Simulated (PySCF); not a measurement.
# Finite-field polarisability of Ca (calcium, neutral)

[Ar] 4s2, closed-shell 1S. All numbers are calculated (PySCF 2.14, scalar relativity by spin-free X2C-1e, in dyall-av3z). Frozen: [Ar]. Energy changes in a uniform field (μhartree):

```
axis  F (au)        HF       MP2      CCSD   CCSD(T)
   x   0.001   -91.406   -86.104   -88.863   -88.863
   x   0.002  -365.987  -344.724  -355.677  -355.677
```

Q: Derive α along x at CCSD(T) from the two fields.

A: With ΔE = −αF²/2 − γF⁴/24, α = −(16 ΔE(F) − ΔE(2F))/(6F²) = 177.7 bohr³.

Q: And the mean polarisability at each level?

A: HF 182.8, MP2 172.2, CCSD 177.7, CCSD(T) 177.7 bohr³. Reference: 160.8 ± 4 bohr³ (recommended; Schwerdtfeger and Nagle, table of static dipole polarizabilities (2023 update)).

CCSD(T) lies more than 5 % above the reference; correlation of the frozen inner shells, absent here, would lower it.
